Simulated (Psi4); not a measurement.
sulfur trioxide (O$_{3}$S), singlet, at a GFN2-xTB geometry, with bond 4-2 at 1.3 times its length; PBE/6-31G run with Psi4.

Input for Psi4:
```
memory 2 GB

molecule {
0 1
O    -0.69178694   -1.23678958   -0.04601210
S    -0.00000000    0.00000000   -0.00000000
O    -0.72514024    1.21840142   -0.00209182
O     1.84200535    0.02390462    0.06253510
}

set {
  basis 6-31g
  diis_max_vecs 15
}

energy('pbe')
print_variables()
```

**Question.** What does Psi4 print? Leave out banner, timings and long lists.

**Answer.** 
```
   => Loading Basis Set <=

    Name: 6-31G
    Role: ORBITAL
    Keyword: BASIS

         ---------------------------------------------------------
                                   SCF
               by Justin Turney, Rob Parrish, Andy Simmonett
                          and Daniel G. A. Smith
                              RKS Reference
         ---------------------------------------------------------

  ==> Geometry <==

    Molecular point group: c2v
    Full point group: C2v

    Geometry (in Angstrom), charge = 0, multiplicity = 1:

       Center              X                  Y                   Z               Mass
    ------------   -----------------  -----------------  -----------------  -----------------
         O           -0.000000000000     1.227905155142    -0.794022030839    15.994914619570
         S            0.000000000000    -0.000000000000    -0.085090661634    31.972071174400
         O            0.000000000000    -1.227905155142    -0.794022030839    15.994914619570
         O            0.000000000000    -0.000000000000     1.758130914579    15.994914619570

  Running in c2v symmetry.

  Rotational constants: A =      0.34951  B =      0.24137  C =      0.14277 [cm^-1]
  Rotational constants: A =  10477.93336  B =   7236.15510  C =   4280.20618 [MHz]
  Nuclear repulsion =  169.999559543786233

  Charge       = 0
  Multiplicity = 1
  Electrons    = 40
  Nalpha       = 20
  Nbeta        = 20

  ==> Algorithm <==

  SCF Algorithm Type is DF.
  DIIS enabled.
  MOM disabled.
  Fractional occupation disabled.
  Guess Type is SAD.
  Energy threshold   = 1.00e-06
  Density threshold  = 1.00e-06
  Integral threshold = 1.00e-12

  ==> Primary Basis <==

  Basis Set: 6-31G
    Blend: 6-31G
    Number of shells: 22
    Number of basis functions: 40
    Number of Cartesian functions: 40
    Spherical Harmonics?: false
    Max angular momentum: 1

  ==> DFT Potential <==

   => LibXC <=

    Version 7.1.2
    S. Lehtola, C. Steigemann, M. J. T. Oliveira, and M. A. L. Marques,  SoftwareX 7, 1–5 (2018) (10.1016/j.softx.2017.11.002)

   => Composite Functional: PBE <=

    PBE GGA Exchange-Correlation Functional

    J.P. Perdew et. al., Phys. Rev. Lett., 77(18), 3865-3868, 1996

    Deriv               =              1
    GGA                 =           TRUE
    Meta                =          FALSE

    Exchange Hybrid     =          FALSE
    MP2 Hybrid          =          FALSE

   => Exchange Functionals <=

    1.0000     XC_GGA_X_PBE

   => Correlation Functionals <=

    1.0000     XC_GGA_C_PBE

   => LibXC Density Thresholds  <==

    XC_GGA_C_PBE:  1.00E-12
    XC_GGA_X_PBE:  1.00E-15

   => Molecular Quadrature <=

    Radial Scheme          =       TREUTLER
    Pruning Scheme         =           NONE
    Nuclear Scheme         =       TREUTLER

    Blocking Scheme        =         OCTREE
    BS radius alpha        =              1
    Pruning alpha          =              1
    Radial Points          =             75
    Spherical Points       =            302
    Total Points           =          85726
    Total Blocks           =            721
    Max Points             =            255
    Max Functions          =             39
    Weights Tolerance      =       1.00E-15

   => Loading Basis Set <=

    Name: (6-31G AUX)
    Role: JKFIT
    Keyword: DF_BASIS_SCF

  ==> Integral Setup <==

  SCF_SUBTYPE=INCORE selected. In-core MEM_DF algorithm will be used.
  Using in-core AOs.

  ==> MemDFJK: Density-Fitted J/K Matrices <==

    J tasked:                   Yes
    K tasked:                    No
    wK tasked:                   No
    Algorithm:                 Core
    Schwarz Cutoff:           1E-12
    Mask sparsity (%):       0.7500
    Fitting Condition:        1E-10

   => Auxiliary Basis Set <=

  Basis Set: (6-31G AUX)
    Blend: CC-PVDZ-JKFIT
    Number of shells: 108
    Number of basis functions: 373
    Number of Cartesian functions: 373
    Spherical Harmonics?: false
    Max angular momentum: 3

  Minimum eigenvalue in the overlap matrix is 3.6461834528E-02.
  Reciprocal condition number of the overlap matrix is 1.1068686151E-02.
    Using symmetric orthogonalization.

  ==> Pre-Iterations <==

  SCF Guess: Superposition of Atomic Densities via on-the-fly atomic UHF (no occupation information).

   -------------------------
    Irrep   Nso     Nmo
   -------------------------
     A1        19      19
     A2         2       2
     B1         7       7
     B2        12      12
   -------------------------
    Total      40      40
   -------------------------

  ==> Iterations <==

                           Total Energy        Delta E     RMS |[F,P]|

   @DF-RKS iter SAD:  -623.24843403840930   -6.23248e+02   0.00000e+00
   @DF-RKS iter   1:  -622.55387211460948    6.94562e-01   4.43251e-02 ADIIS/DIIS
   @DF-RKS iter   2:  -619.60928221500035    2.94459e+00   9.17910e-02 ADIIS/DIIS
   @DF-RKS iter   3:  -621.53706884563019   -1.92779e+00   7.42738e-02 ADIIS/DIIS
   @DF-RKS iter   4:  -622.80560363273844   -1.26853e+00   3.04823e-02 ADIIS/DIIS
   @DF-RKS iter   5:  -623.03557636567837   -2.29973e-01   7.44162e-03 ADIIS/DIIS
   @DF-RKS iter   6:  -623.04653687820792   -1.09605e-02   3.55948e-03 ADIIS/DIIS
   @DF-RKS iter   7:  -623.04991469229947   -3.37781e-03   2.31373e-04 ADIIS/DIIS
   @DF-RKS iter   8:  -623.04992637654061   -1.16842e-05   8.79066e-05 DIIS
   @DF-RKS iter   9:  -623.04992863515463   -2.25861e-06   4.47414e-06 DIIS
   @DF-RKS iter  10:  -623.04992864154190   -6.38727e-09   2.29501e-07 DIIS
  Energy and wave function converged.

  ==> Post-Iterations <==

   Electrons on quadrature grid:
      Ntotal   =   40.0000011969 ; deviation = 1.197e-06

    Orbital Energies [Eh]
    ---------------------

    Doubly Occupied:

[...]
    Virtual:

[...]
    Final Occupation by Irrep:
             A1    A2    B1    B2
    DOCC [    10,    1,    3,    6 ]
    NA   [    10,    1,    3,    6 ]
    NB   [    10,    1,    3,    6 ]

  @DF-RKS Final Energy:  -623.04992864154190

   => Energetics <=

    Nuclear Repulsion Energy =            169.9995595437862335
    One-Electron Energy =               -1194.1193477339836591
    Two-Electron Energy =                 452.0414539424850773
    DFT Exchange-Correlation Energy =     -50.9715943938296405
    Empirical Dispersion Energy =           0.0000000000000000
    VV10 Nonlocal Energy =                  0.0000000000000000
    Total Energy =                       -623.0499286415418965

Computation Completed

Properties will be evaluated at   0.000000,   0.000000,   0.000000 [a0]

Properties computed using the SCF density matrix

 Multipole Moments:

 ------------------------------------------------------------------------------------
     Multipole            Electronic (a.u.)      Nuclear  (a.u.)        Total (a.u.)
 ------------------------------------------------------------------------------------

 L = 1.  Multiply by 2.5417464519 to convert [e a0] to [Debye]
 Dipole X            :          0.0000000           -0.0000000           -0.0000000
 Dipole Y            :          0.0000000            0.0000000            0.0000000
 Dipole Z            :         -0.3546411           -0.0014282           -0.3560693
 Magnitude           :                                                    0.3560693

 ------------------------------------------------------------------------------------

  Variable Map:
  ----------------------------------------------------------------------------
[...]
  Array Variable Map:
  ----------------------------------------------------------------------------
[...]
[...]
```
